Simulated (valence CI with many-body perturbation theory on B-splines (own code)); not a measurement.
## Missing levels of Kr XXIII

Computed by configuration interaction combined with many-body perturbation theory (CI+MBPT): four valence electrons over a frozen Dirac-Fock core [Ne], a basis of 11 s, 11 p, 9 d, 7 f, 5 g, 2 h, 1 i functions for each j, with the one-electron correlation potential Σ1, the two-electron term Σ2, the three-electron term Σ3, Breit, model QED; selected CI, second order for the rest (own B-spline code, finite nucleus).

No measured levels were compared; by estimate levels of excited configurations hold to 0.05 to 0.15 % of their energy, terms of the ground configuration to about 0.5 %.

| Level | E (cm⁻¹) |
| --- | --- |
| 3s²3p² ³P_0 | 0 |
| 3s²3p² ³P_1 | 68359 |
| 3s²3p² ³P_2 | 94460 |
| 3s²3p² ¹D_2 | 185560 |
| 3s²3p² ¹S_0 | 254950 |
| 3s3p³ ⁵S°_2 | ? |
| 3s3p³ ³D°_1 | 574280 |
| 3s3p³ ³D°_2 | 583420 |
| 3s3p³ ³D°_3 | 610100 |
| 3s3p³ ³P°_0 | 672130 |
| 3s3p³ ³P°_2 [a] | 679440 |
| 3s3p³ ³P°_1 | ? |
| 3s3p³ ³P°_2 [b] | ? |
| 3s²3p3d ³F°_2 | 785940 |
| 3s3p³ ³S°_1 | 786130 |
| 3s²3p3d ³F°_3 | ? |
| 3s²3p3d ³P°_2 [a] | 872880 |
| 3s²3p3d ³F°_4 | ? |
| 3s²3p3d ³P°_1 [a] | 875450 |
| 3s²3p3d ³D°_1 | ? |

Names give the largest LS component (configuration and term), which can be under half, so a name can repeat, a term be missing and a line seem to break the LS rules; names also repeat where a configuration has a term twice. Letters in brackets count levels of one name in rising energy.

**Question.** The levels stand in rising order. What does the calculation give for the missing energies?

**Answer.** 3s3p³ ⁵S°_2 468000; 3s3p³ ³P°_1 681110; 3s3p³ ³P°_2 [b] 742870; 3s²3p3d ³F°_3 813220; 3s²3p3d ³F°_4 875010; 3s²3p3d ³D°_1 889480.
